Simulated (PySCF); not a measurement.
Compound: C₄H₅ClO₂S₂Si.
Numbering: `[O:1]=[S:2](=[O:3])([Cl:4])[c:5]1[cH:6][cH:7][c:8]([SiH3:9])[s:10]1` (hydrogens: H11 on C6; H12 on C7; H13, H14, H15 on Si9)

The same species was optimised twice, with GFN2-xTB and with PBE0-D3(BJ)/def2-SVP (PySCF), and the same property calculations (PySCF, gas phase) were run on both structures.

| coordinate | GFN2-xTB | PBE0-D3(BJ)/def2-SVP | change |
| --- | --- | --- | --- |
| S2–Cl4 (Å) | 2.040 | 2.092 | +0.052 |
| O1=S2 (Å) | 1.425 | 1.444 | +0.019 |
| S2=O3 (Å) | 1.425 | 1.444 | +0.019 |
| C7–C8 (Å) | 1.370 | 1.384 | +0.014 |
| C5–C6 (Å) | 1.361 | 1.374 | +0.013 |
| C8–S10 (Å) | 1.731 | 1.720 | -0.011 |
| C5–S10 (Å) | 1.708 | 1.717 | +0.009 |
| C6–C7 (Å) | 1.406 | 1.415 | +0.009 |
| C8–Si9 (Å) | 1.886 | 1.879 | -0.007 |
| S2–C5 (Å) | 1.742 | 1.743 | +0.001 |
| S2–C5–S10 (°) | 118.1 | 121.3 | +3.2 |
| O1–S2–O3 (°) | 120.1 | 123.2 | +3.1 |
| S2–C5–C6 (°) | 128.2 | 125.6 | -2.6 |
| C7–C8–Si9 (°) | 128.5 | 126.9 | -1.6 |
| O1–S2–C5 (°) | 110.6 | 109.1 | -1.5 |
| O3–S2–C5 (°) | 110.2 | 108.8 | -1.4 |
| Si9–C8–S10 (°) | 120.7 | 122.0 | +1.3 |
| C5–S10–C8 (°) | 90.8 | 91.4 | +0.6 |
| O1–S2–C5–C6 (°) | 22 | 19 | -3 |

Rotational constants: A = 1806, B = 402.7, C = 391.6 MHz (GFN2-xTB) against A = 1769, B = 396.0, C = 385.5 MHz (PBE0-D3(BJ)/def2-SVP). Point groups within 0.08 Å: C1 and C1.

On the GFN2-xTB structure: HOMO (eV) -8.01 [PBE0/pcSseg-1]; LUMO (eV) -2.39 [PBE0/pcSseg-1]; dipole (D) 5.38 [PBE0/pcSseg-1]; GIAO shielding of O1/O3 (mean) (ppm) 32.7 [PBE0/pcSseg-1]; GIAO shielding of S2 (ppm) 195.4 [PBE0/pcSseg-1]; GIAO shielding of Cl4 (ppm) 277.0 [PBE0/pcSseg-1]; GIAO shielding of C5 (ppm) 23.9 [PBE0/pcSseg-1]; GIAO shielding of C6 (ppm) 51.2 [PBE0/pcSseg-1]; GIAO shielding of C7 (ppm) 45.4 [PBE0/pcSseg-1]; GIAO shielding of C8 (ppm) 35.0 [PBE0/pcSseg-1]; GIAO shielding of Si9 (ppm) 425.8 [PBE0/pcSseg-1].

What do these properties become on the PBE0-D3(BJ)/def2-SVP structure?

| property | level | on GFN2-xTB | on PBE0-D3(BJ)/def2-SVP | change |
| --- | --- | --- | --- | --- |
| HOMO (eV) | PBE0/pcSseg-1 | -8.01 | -8.04 | -0.03 |
| LUMO (eV) | PBE0/pcSseg-1 | -2.39 | -2.60 | -0.21 |
| dipole (D) | PBE0/pcSseg-1 | 5.38 | 5.15 | -0.23 |
| energy, GFN2-xTB geometry as zero (kcal/mol) | PBE0/pcSseg-1 | 0.0 | -3.0 | -3.0 |
| GIAO shielding of O1/O3 (mean) (ppm) | PBE0/pcSseg-1 | 32.7 | 5.2 | -27.5 |
| GIAO shielding of S2 (ppm) | PBE0/pcSseg-1 | 195.4 | 171.3 | -24.1 |
| GIAO shielding of Cl4 (ppm) | PBE0/pcSseg-1 | 277.0 | 198.3 | -78.7 |
| GIAO shielding of C5 (ppm) | PBE0/pcSseg-1 | 23.9 | 21.1 | -2.8 |
| GIAO shielding of C6 (ppm) | PBE0/pcSseg-1 | 51.2 | 45.9 | -5.3 |
| GIAO shielding of C7 (ppm) | PBE0/pcSseg-1 | 45.4 | 41.8 | -3.6 |
| GIAO shielding of C8 (ppm) | PBE0/pcSseg-1 | 35.0 | 35.9 | +0.9 |
| GIAO shielding of Si9 (ppm) | PBE0/pcSseg-1 | 425.8 | 423.3 | -2.5 |

The heavy atoms differ by 0.046 Å rms after alignment. Among bonds between heavy atoms S2–Cl4 changes most (+0.052 Å). Changes are differences of the printed values. Neither structure is proved a minimum here.

Conformer computed: `[O:1]=[S:2](=[O:3])([Cl:4])[c:5]1[cH:6][cH:7][c:8]([SiH3:9])[s:10]1`: O1–S2–C5–C6 19°.
